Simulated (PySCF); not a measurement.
From one molecule to another.

First species: C₅H₁₂FNSi.
Structure used (GFN2-xTB), in Å, numbered top down from 1:
```
atom  x, y, z in Å
C1     2.785   -0.736    0.215
C2     1.454   -0.943   -0.496
C3     0.655    0.350   -0.603
C4     0.054    0.870    0.713
Si5   -1.633    0.961   -0.176
C6    -3.123   -0.119    0.349
F7    -4.035    0.650    1.044
N8    -0.615    0.152   -1.298
H9     3.411   -0.041   -0.341
H10    3.318   -1.679    0.308
H11    2.627   -0.330    1.211
H12    1.634   -1.327   -1.503
H13    0.852   -1.679    0.039
H14    1.267    1.118   -1.093
H15    0.481    1.809    1.047
H16    0.139    0.147    1.519
H17   -2.133    2.315   -0.444
H18   -2.860   -0.952    1.005
H19   -3.658   -0.517   -0.515
H20   -0.627   -0.039   -2.287
```

Second species: C₇H₁₀F₂.
Atom-mapped SMILES: `[CH2:1]=[CH:2][CH2:3][CH2:4]/[CH:5]=[CH:6]\[CH:7]([F:8])[F:9]` (hydrogens: H10, H11 on C1; H12 on C2; H13, H14 on C3; H15, H16 on C4; H17 on C5; H18 on C6; H19 on C7)

Geometry (GFN2-xTB, Å), atoms numbered from 1 in this order:
```
atom  x, y, z in Å
C1     2.235    1.106   -1.223
C2     1.415    0.123   -0.905
C3     1.511   -0.685    0.350
C4     0.226   -0.571    1.192
C5    -0.932   -1.190    0.482
C6    -1.947   -0.571   -0.104
C7    -2.149    0.910   -0.165
F8    -3.111    1.310    0.715
F9    -2.605    1.269   -1.393
H10    3.056    1.389   -0.584
H11    2.129    1.665   -2.137
H12    0.598   -0.142   -1.564
H13    2.360   -0.344    0.946
H14    1.672   -1.736    0.092
H15    0.377   -1.105    2.132
H16    0.040    0.477    1.425
H17   -0.903   -2.272    0.433
H18   -2.735   -1.131   -0.587
H19   -1.248    1.507    0.037
```

Levels: PBE0/pcSseg-1 for dipole moment, HOMO energy, LUMO energy and HOMO–LUMO gap; GFN2-xTB for rotational constant A and rotational constant C. Geometries: GFN2-xTB. All species are isolated and taken at one optimised geometry, non-relativistic unless stated; the electronic structure was computed with PySCF and density fitting.

Dipoles, sizes and rotational constants follow the conformer. The torsions of the flexible species, by atom-mapped SMILES:
- `[CH3:1][CH2:2][C@@H:3]1[CH2:4][Si@H:5]([CH2:6][F:7])[NH:8]1`: C1–C2–C3–C4 -71°, C4–Si5–C6–F7 104°
- `[CH2:1]=[CH:2][CH2:3][CH2:4]/[CH:5]=[CH:6]\[CH:7]([F:8])[F:9]`: C1–C2–C3–C4 120°, C2–C3–C4–C5 66°, C3–C4–C5–C6 -107°, C5–C6–C7–F8 -104°

Values for the first species:

| Item | Value |
| --- | --- |
| Dipole moment | 2.30 D |
| HOMO energy | -6.73 eV |
| LUMO energy | 0.38 eV |
| HOMO–LUMO gap | 7.11 eV |
| Rotational constant A | 4.395 GHz |
| Rotational constant C | 0.714 GHz |

(1) Estimate the same properties for the second species, and the change in each.

Answers

(1) 
| property | first | second | second less first |
| --- | --- | --- | --- |
| dipole moment | 2.30 D | 2.98 D | +0.68 D |
| HOMO energy | -6.73 eV | -7.66 eV | -0.93 eV |
| LUMO energy | 0.38 eV | -0.46 eV | -0.84 eV |
| HOMO–LUMO gap | 7.11 eV | 7.20 eV | +0.09 eV |
| rotational constant A | 4.395 GHz | 2.332 GHz | -2.063 GHz |
| rotational constant C | 0.714 GHz | 0.742 GHz | +0.028 GHz |

On the first: A dipole of 2.30 D is allowed in C1, and pure rotational transitions are dipole-allowed. The dipole matches unit charges of opposite sign 0.48 Å apart (1 e·Å = 4.8032 D).

On the second: A dipole of 2.98 D is allowed in C1, and pure rotational transitions are dipole-allowed. In atomic units the dipole is 1.17 e·bohr (1 au = 2.5417 D).
